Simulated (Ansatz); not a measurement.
Geometry optimisation, Ansatz, RKS LDA/def2-SVP.

Input:

```yaml
crystal:
  periodic: [false, false, false]
  atoms:
    - { symbol: Al, position_ang: [0.0, 0.0, 0.0] }
    - { symbol: O, position_ang: [0.0, 0.0, 2.13] }
    - { symbol: H, position_ang: [-0.9095, -0.2814, 2.4671] }
    - { symbol: O, position_ang: [1.5415, 0.0, -0.89] }
    - { symbol: H, position_ang: [1.8414, -0.9519, -1.0449] }
    - { symbol: "N", position_ang: [-1.6627, 0.0, -0.96] }
    - { symbol: H, position_ang: [-2.3316, -0.8164, -0.8614] }
    - { symbol: H, position_ang: [-1.9118, 0.8164, -1.5886] }
    - { symbol: "N", position_ang: [0.0995, 2.1044, 0.7] }
    - { symbol: H, position_ang: [0.493, 2.3259, 1.659] }
    - { symbol: Si, position_ang: [-0.4946, 3.4493, -0.3727] }
    - { symbol: H, position_ang: [-0.8503, 2.9081, -1.6811] }
    - { symbol: H, position_ang: [-1.6691, 4.0718, 0.2314] }
    - { symbol: H, position_ang: [0.5582, 4.4485, -0.5299] }
    - { symbol: H, position_ang: [0.0609, 1.2889, 1.7979] }
basis:
  gaussian: { orbitals: def2-SVP }
hamiltonian:
  xc: lda
relax:
  f_tol: 0.15
  max_steps: 25
  restrain:
    - { distance: [0, 8], at: 1.92, k: 30.0 }
    - { distance: [14, 1], at: 1.01, k: 30.0 }
    - { distance: [0, 1], at: 2.98, k: 30.0 }
    - { distance: [14, 8], at: 2.26, k: 30.0 }
```

Run as:

```bash
$ ansatz run input.yaml --threads 4 --pin off --max-ram 5120MiB --backend cpu --events-out ev --progress --plain --runs-dir out
```

Problem. Where does it end, and by what steps?

Solution. The forces met the threshold. The restraints hold the end off the free minimum; the threshold counts their pulls, which the force column leaves out. Restrained pairs: Al1–N9 (2.22 → 1.87 Å), O2–H15 (1.33 → 1.00 Å), Al1–O2 (2.13 → 2.96 Å), N9–H15 (1.37 → 2.26 Å). After 19 steps the energy has fallen by 2.626 eV (the restraints' own energy left out); H10 moved furthest, 1.60 Å.

```tsv
step	energy less start (eV)	largest force component (eV/Å)	accepted
0	0.0000	3.732	yes
1	-0.5979	3.728	yes
2	-1.0855	3.405	yes
3	-1.6064	2.050	yes
4	-1.9514	1.280	yes
5	-2.0850	1.213	yes
6	-2.2090	1.004	yes
7	-2.3406	1.120	yes
8	-2.4113	1.142	yes
9	-2.4321	1.299	yes
10	-2.4991	1.196	yes
11	-2.5223	1.238	yes
12	-2.5389	1.314	yes
13	-2.5716	1.336	yes
14	-2.5674	1.390	no
15	-2.5937	1.261	yes
16	-2.6094	1.307	yes
17	-2.6158	1.325	yes
18	-2.6174	1.333	yes
19	-2.6256	1.357	yes
```

```xyz
15
Properties=species:S:1:pos:R:3
Al 0.413 0.409 -0.476
O -0.983 0.457 2.136
H -1.398 0.257 1.256
O 1.793 -0.558 -0.577
H 1.855 -1.518 -0.686
N -1.292 -0.013 -0.776
H -1.636 -0.920 -1.105
H -1.953 0.735 -1.025
N 0.607 2.170 0.128
H 1.536 2.458 0.458
Si -0.617 3.386 -0.002
H -1.776 2.765 -0.752
H -1.146 3.849 1.338
H -0.179 4.614 -0.769
H -0.460 1.273 1.909
```

Time of the run: 28 s on 4 threads of Arm Neoverse V1, on a shared host, peak memory 0.19 GiB.
